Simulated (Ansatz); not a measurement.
Basis sets compared for trans-Hf(H2O)2Br4 (HfBr₄O₂H₄). Total charge 0; singlet. Geometry B3LYP-D4/def2-SVP. Ansatz on 4 threads of Arm Neoverse V1 on a shared host; times are rough, and most runs start from earlier orbitals.

```xyz
11

Br   -1.819    1.354   -1.164
Br    1.174   -2.242    0.714
Br    1.750    0.414   -1.877
Br   -0.979    0.358    2.362
Hf    0.032   -0.030    0.009
O    -1.313   -1.597   -0.859
O     1.320    1.594    0.861
H    -1.169   -2.550   -0.748
H    -2.124   -1.389   -1.350
H     1.125    2.033    1.705
H     2.003    2.054    0.346
```

In the def2 sets Hf takes a core potential; there is no spin–orbit coupling. No other spin state of charge 0 was run. Another isomer (singlet) lies 0.19 eV lower at PBE0-D4/def2-TZVP; other spin states weren't run for this one.

Binding counts from free atoms (Br doublet, Hf triplet, O triplet, H doublet) in the same basis, without a counterpoise term.

```
           level  functions  energy (Eh)  HOMO (eV)  LUMO (eV)  binding per atom (eV)  wall time
 PBE-D4/def2-SVP        208  -10494.8100      -6.19      -2.52                   3.69        6 s
PBE0-D4/def2-SVP        208  -10495.1398      -7.46      -1.84                   3.60       11 s
```

Question: Estimate the rows for PBE-D4/def2-TZVP (with forces), PBE0-D4/def2-TZVP.

Answer: 
| level | functions | energy (Eh) | HOMO (eV) | LUMO (eV) | binding per atom (eV) | wall time |
| --- | --- | --- | --- | --- | --- | --- |
| PBE-D4/def2-TZVP (with forces) | 318 | -10496.2502 | -6.34 | -2.63 | 3.66 | 11 s |
| PBE0-D4/def2-TZVP | 318 | -10496.5791 | -7.56 | -1.88 | 3.58 | 27 s |
